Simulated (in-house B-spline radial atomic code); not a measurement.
# RPA and G0W0 on PBEsol: P8+

Configuration [He] 2s2 2p3, highest spin, mean-field start PBEsol. Computed with a B-spline radial code for spherical atoms: all electrons, scalar-relativistic (spin-free one-electron X2C), finite nucleus, each spin shell either full or empty, empty states to l = 9 with an (l + 1/2)⁻⁴ tail; G0W0 by contour deformation at full frequency.

Command:
```bash
python run_gw.py task.json out
```
Settings (radii: box in bohr, nucleus in fm):
```
Z                        15
electrons                7
configuration            [He] 2s2 2p3
hamiltonian              x2c
method                   pbesol
lmax                     9
rms_radius               3.1889
spin_polarised           True
box_radius               7.7
intervals                67
```

Run time, properties included: 1.9 s on 1 thread of Arm Neoverse N1, on a shared host.

Energies (hartree):

| term | value |
| --- | --- |
| mean-field total | -305.72009 |
| Hartree-Fock functional on these orbitals | -306.18935 |
| direct second order | -0.44489 |
| second-order exchange | 0.22044 |
| SOSEX correction | 0.19803 |

(1) What is the RPA correlation energy, and what remains with SOSEX?

Quasi-particle levels (eV):

```
  level  occupied  mean field  Σx - vxc     Σc  QP weight      G0W0
  2p up       yes     -347.51    -27.18      ?          ?         ?
2s down       yes     -374.24    -17.51  -3.43      0.974   -395.18
1s down       yes    -2339.01   -100.12  17.08      0.935  -2422.04
2p down        no     -330.72     25.46  -4.28      0.982   -309.54
```

G0W0 = mean field + (Σx - vxc) + Σc, with Σc (partial-wave tail included) taken at the quasi-particle energy. Levels of low weight are left out.

(2) Where does G0W0 put 2p up?

## Answers

(1) RPA gives -0.40083 hartree (-1.56 eV per electron); RPA + SOSEX gives -0.2028, and the second-order doubles -0.22445 hartree (no singles). SOSEX takes back 49 % of the RPA value.

(2) At -372.63 eV, with Σc = 2.06 eV and a quasi-particle weight of 0.971. The tabulated removal energy is 372.31 ± 0.21 eV (NIST, semi-empirical); the calculation leaves out spin-orbit coupling, Breit and QED terms, and what these don't explain is the method's own error.
